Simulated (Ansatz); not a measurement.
Ansatz (a first-principles code) input (RI-MP2/cc-pV(T+d)Z):
A basis named .json is the Basis Set Exchange file of that set.

Ansatz 0.2 input:
```yaml
crystal:
  periodic: [false, false, false]
  atoms:
    - {symbol: Si, position_ang: [-0.18436920, 0.39299459, 0.01221630]}
    - {symbol: O, position_ang: [-0.82292683, -0.90004726, 0.77014844]}
    - {symbol: C, position_ang: [-1.39958002, -2.01630383, 0.10432781]}
    - {symbol: O, position_ang: [1.19948046, 0.09739942, -0.79509888]}
    - {symbol: C, position_ang: [2.44190564, -0.20547902, -0.17339229]}
    - {symbol: O, position_ang: [0.16258373, 1.49258460, 1.17182937]}
    - {symbol: O, position_ang: [-1.27888758, 0.88688754, -1.09786309]}
    - {symbol: H, position_ang: [-1.80611524, -2.68525173, 0.86226522]}
    - {symbol: H, position_ang: [-0.64712945, -2.55666049, -0.47648013]}
    - {symbol: H, position_ang: [-2.20318949, -1.70082555, -0.56445146]}
    - {symbol: H, position_ang: [2.72937578, 0.57922625, 0.52958636]}
    - {symbol: H, position_ang: [2.38979974, -1.15795124, 0.36101082]}
    - {symbol: H, position_ang: [3.19781251, -0.28123885, -0.95447906]}
    - {symbol: H, position_ang: [-0.45231528, 1.57047743, 1.90497532]}
    - {symbol: H, position_ang: [-0.96302173, 1.44640274, -1.81119511]}
basis:
  gaussian:
    orbitals: cc-pV_T+d_Z.json
    fitting: {mean_field: def2-universal-jkfit, correlation: cc-pVTZ-RIFIT.json}
magnetization: {spin_polarized: false}
correlation: {method: mp2, electrons: outside_noble_gas}
```

Output:

```
Functional definition: HF
integrals: 0.53 GiB planned
730 factors; integrals over basis functions are off by at most 9.3e-1 eV
mean field: 1.47 GiB planned
mean field evaluation 1: about -18202.9088 eV, gradient 5.7e1 eV
mean field evaluation 2: about -18207.1258 eV, gradient 3.2e1 eV
mean field evaluation 4: about -18208.6226 eV, gradient 6.5e-1 eV
mean field evaluation 8: about -18208.6234 eV, gradient 1.7e-6 eV
mean field -18208.62341306 eV, -669.1545681817 hartree, gradient 1.7e-6 eV, S^2 0.000000; 0 other end points of the search recorded, 0 dependent functions left out
11 core orbitals not correlated
848 factors; their error is unknown
reference -18208.62341306 eV, -669.1545681817 hartree; 22, 22 occupied and 298, 298 virtual orbitals, 848 factors
second order -38.53323887 eV of doubles, -0.00000000 eV of singles
Total energy: -18247.15665192 eV, -670.5706385912 hartree
```
